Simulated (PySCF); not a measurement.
Dipole moment and polarisability of Si(OAc)2Me2

Compound: Si(OAc)2Me2, C6H12O4Si.
Structure used (PBE0-D3(BJ)/def2-SVP), in Å, numbered top down from 1:
```
atom  x, y, z in Å
Si1   -0.937    0.045   -0.635
O2    -0.931   -0.176    1.054
C3    -0.065   -0.985    1.680
C4    -0.103   -0.811    3.167
O5     0.663   -1.738    1.086
H6     0.529   -1.562    3.652
H7    -1.138   -0.876    3.532
H8     0.264    0.199    3.404
O9     0.656    0.193   -1.222
C10    1.613    0.892   -0.597
C11    2.961    0.681   -1.215
O12    1.390    1.585    0.363
H13    3.695    1.355   -0.758
H14    2.912    0.835   -2.302
H15    3.257   -0.365   -1.046
C16   -1.867    1.622   -0.899
H17   -1.910    1.881   -1.968
H18   -1.364    2.437   -0.358
H19   -2.897    1.536   -0.522
C20   -1.616   -1.454   -1.480
H21   -1.616   -1.325   -2.573
H22   -2.648   -1.656   -1.154
H23   -0.990   -2.324   -1.229
```

Level: PBE0/def2-SVPD (PySCF), static field, nuclei fixed, core orbitals frozen in the response. The polarisability tensor in these axes (au):

```
x   109.75  -1.33   1.82
y    -1.33 100.59   1.32
z     1.82   1.32 108.92
```

Diagonalise the tensor; give its mean and Δα, where Δα² is half the sum of the squared differences of the eigenvalues.

Principal values 100.12, 107.93 and 111.21 au; mean 106.42 au = 15.77 Å³ = 17.55 × 10⁻⁴⁰ C²·m²/J; Δα = 9.87 au (9 % of the mean).

What is the dipole moment, and where does it point?

(-1.53, 0.14, -1.10) D, 1.90 D in size, pointing from the negative to the positive side. Measured along this direction, the outermost atoms are H6 at the negative end and H17 and H19 at the positive end.

Along which axes do the principal values lie, and how far do the nuclei extend along each?

Largest value along (0.79, -0.02, 0.61), where the nuclei span 5.52 Å; middle along (-0.59, 0.24, 0.77), 6.46 Å; least along (0.17, 0.97, -0.18), 4.40 Å. The strongest response doesn't lie along the longest of the three spans.

Form Σ f/ω² (atomic units) for the 10 lowest TDDFT singlets, given as eV and f, and set it beside the mean polarisability, which is this sum over all singlets: 5.76, 0.0008; 5.77, 0.0005; 6.98, 0.0010; 7.02, 0.0097; 7.37, 0.0170; 7.45, 0.0329; 7.71, 0.0735; 7.77, 0.0097; 8.00, 0.0016; 8.03, 0.0008.

They add up to 1.92 au, 1.8 % of the 106.42 au; the largest single term is 0.92 au, from the state at 7.71 eV. Terms in order: 0.02, 0.01, 0.01, 0.15, 0.23, 0.44, 0.92, 0.12, 0.02, 0.01 au. Higher excitations give the rest. The strengths listed sum to 0.147.

What would n − 1 = 2πNα be for an ideal gas of these molecules at 298.15 K and 1 atm, electronic part alone?

N = p/kT = 2.4615 × 10¹⁹ cm⁻³, so n − 1 = 2π × N × 15.77 × 10⁻²⁴ cm³ = 2439 × 10⁻⁶ at long wavelengths.

Traceless (Buckingham) quadrupole moment about the centre of nuclear charge: eigenvalues?

-13.58, 2.88, 10.70 D·Å. The values depend on the origin, since the dipole doesn't vanish. The electronic extent ⟨r²⟩ about the same centre is 2029 bohr², a root-mean-square distance of 2.46 Å for the 94 electrons.

Geometry: PBE0-D3(BJ)/def2-SVP, one conformer, isolated molecule.

These values come from a run that also computed excited states. Time: 3.7 min wall, 7.5 min CPU (with the writing of density and orbital grids); peak memory 2.0 GiB. Hardware: 2 threads of an Intel Xeon Platinum 8259CL at 2.50 GHz, shared host.
